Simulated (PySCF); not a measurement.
SMILES CCc1ccccc1Cl (C8H9Cl), singlet (GFN2-xTB optimised geometry):

```
18

C     -1.625    -2.462     1.464
C     -1.498    -1.940     0.032
C     -0.705    -0.666     0.000
C     -1.345     0.567     0.010
C     -0.632     1.752     0.013
C      0.751     1.726     0.007
C      1.415     0.512     0.000
C      0.687    -0.666     0.000
Cl     1.559    -2.166    -0.007
H     -2.113    -1.722     2.095
H     -0.643    -2.674     1.879
H     -2.212    -3.377     1.481
H     -2.493    -1.757    -0.377
H     -1.008    -2.696    -0.584
H     -2.425     0.591     0.012
H     -1.157     2.696     0.018
H      1.316     2.645     0.007
H      2.493     0.474    -0.004
```

Level of theory: CAM-B3LYP/def2-SVP run with PySCF.

Q: What are the frontier orbital energies and the dipole moment?

A: HOMO-2 -10.03 eV, HOMO-1 -8.52 eV, HOMO -8.10 eV, LUMO 0.89 eV, LUMO+1 0.95 eV; dipole moment 1.28 D.

Meta-Löwdin charges at CAM-B3LYP/def2-SVP: C1 -0.28, C2 -0.16, C3 0.02, C4 -0.11, C5 -0.10, C6 -0.10, C7 -0.11, C8 0.02, Cl9 -0.07, H10 0.09, H11 0.10, H12 0.09, H13 0.09, H14 0.10, H15 0.10, H16 0.11, H17 0.11, H18 0.11.
